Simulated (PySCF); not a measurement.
**Run times: rhodium in even-tempered 20s14p9d5f4g**

Measured wall times of calculations with PySCF 2.14 in an uncontracted even-tempered set (20 s from 0.68 bohr⁻², ratio 2.5; 14 p from 0.88 bohr⁻², ratio 2.5; 9 d from 1.6 bohr⁻², ratio 2.5; 5 f from 4.9 bohr⁻², ratio 2.7; 4 g from 7.4 bohr⁻², ratio 2.7), with the spin-free X2C one-electron Hamiltonian (Gaussian nucleus), run from one Python driver. Hardware: 2 threads of Neoverse-V1 on a shared host, 2.6 GiB allowed. The two-electron integrals over 178 functions were computed once and kept in memory (2.1 CPU seconds with the set-up); the times below exclude them. Kohn-Sham runs start from converged Hartree-Fock orbitals.

Launch command (the driver calls PySCF for each step listed in the task file):

```bash
OMP_NUM_THREADS=2 python atomrun2.py TASK.json OUT
```

| species | step | iterations | wall time (s) |
| --- | --- | --- | --- |
| Rh¹⁵⁺ [Ar] 3d10 4s2 | UHF with spin-orbit constants | 1 | 16 |
| Rh¹⁵⁺ [Ar] 3d10 4s2 | LDA | 5 | 1.4 |
| Rh¹⁵⁺ [Ar] 3d10 4s2 | PBE | 5 | 1.8 |
| Rh¹⁵⁺ [Ar] 3d10 4s2 | PBE0 | 5 | 5.3 |
| Rh¹⁵⁺ [Ar] 3d10 4s2 | r2SCAN | 5 | 4.5 |
| Rh¹⁵⁺ [Ar] 3d10 4s2 | MP2 (20 electrons) |  | 4.8 |
| Rh¹⁶⁺ [Ar] 3d10 4s1 | UHF | 1 | 5.8 |
| Rh¹⁶⁺ [Ar] 3d10 4s1 | LDA | 5 | 1.4 |
| Rh¹⁶⁺ [Ar] 3d10 4s1 | PBE | 5 | 1.7 |
| Rh¹⁶⁺ [Ar] 3d10 4s1 | PBE0 | 5 | 5.3 |
| Rh¹⁶⁺ [Ar] 3d10 4s1 | r2SCAN | 5 | 4.5 |
| Rh¹⁶⁺ [Ar] 3d10 4s1 | MP2 (19 electrons) |  | 4.8 |

Peak memory of the process: 1.4 GiB. Times on a shared host vary from run to run.
